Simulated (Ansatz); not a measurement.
C2H4ClNOSi can be A, `N[Si]1(Cl)C=C1O`, or B, `C[Si](O)(Cl)C#N`.

Program: Ansatz. Geometries: PBE0-D4/def2-TZVP. ΔE: electronic, gas phase. CCSD(T)/CBS is the MP2 limit (def2-TZVPP, def2-QZVPP) plus CCSD(T) − MP2 in def2-TZVPP, frozen cores. DFT in def2-TZVPP. B3LYP here is the variant with VWN-RPA as its local correlation; programs differ in this. One conformer a species, not always the lowest.

Question: Which is lower in electronic energy at CCSD(T)/CBS, and by how much? (Best estimate.)

Answer: The calculation gave: B, by 61.2 kcal/mol.

Question: Give E(B) − E(A) in kcal/mol with PBE-D4, HF/def2-TZVPP, CCSD/def2-TZVPP, MP2/def2-TZVPP, B2PLYP, B3LYP-D4, r2SCAN-D4. (An estimate is asked.)

Answer: Computed: PBE-D4 -51.4, HF/def2-TZVPP -67.9, CCSD/def2-TZVPP -64.0, MP2/def2-TZVPP -64.0, B2PLYP -62.4, B3LYP-D4 -59.5, r2SCAN-D4 -55.4. None reverses the order clearly.

Largest T1 diagnostic: 0.012.

In def2-TZVPP, CCSD(T) changes the Hartree–Fock value by +4.6 kcal/mol (the triples alone add +0.7 kcal/mol) and MP2 by +3.8 kcal/mol.
